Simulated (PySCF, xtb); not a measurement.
CH₇ClOSi₃, SMILES O[Si@H]1[SiH2]C[Si@@H]1Cl.

xtb with GFN2-xTB at its own geometry gives an orbital gap of 3.44 eV and a dipole moment of 3.48 D.

Geometry optimised at B3LYP-D3(BJ)/def2-SVP. The structure was generated by enumeration; whether it is a known compound was not checked. One conformer was computed; it need not be the lowest.

Question: What does PBE/def2-TZVP (PySCF) give? (An estimate is asked for; the answer gives what the named calculation found.)

Answer: gap 3.96 eV (levels -6.02 and -2.07 eV), dipole 2.23 D.
